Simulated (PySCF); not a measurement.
Krypton: a sound run and one with changed settings

Sound run: Kr [Kr], Kr+ [Ar] 3d10 4s2 4p5. Calculation: PySCF 2.14, in aug-cc-pVDZ-DK (6s5p3d, 36 functions); scalar relativity by spin-free X2C-1e. In the sound run the correlated levels freeze [Ar] 3d10. The sound run starts from symmetry-adapted Hartree-Fock orbitals and uses a fine grid where one is needed.

Changed run: initial guess minao, at most 50 SCF cycles.

```
species   method  sound run (hartree)  changed run (hartree)  converged
     Kr      UHF          -2788.05464            -2788.05464        yes
     Kr   r2SCAN          -2789.88974            -2789.88974        yes
     Kr  CCSD(T)          -2788.19429            -2788.19429        yes
    Kr+     TPSS          -2789.28615            -2789.28615        yes
    Kr+      MP2          -2787.66800            -2787.66800        yes
```

Here the plain start reaches the same solutions.
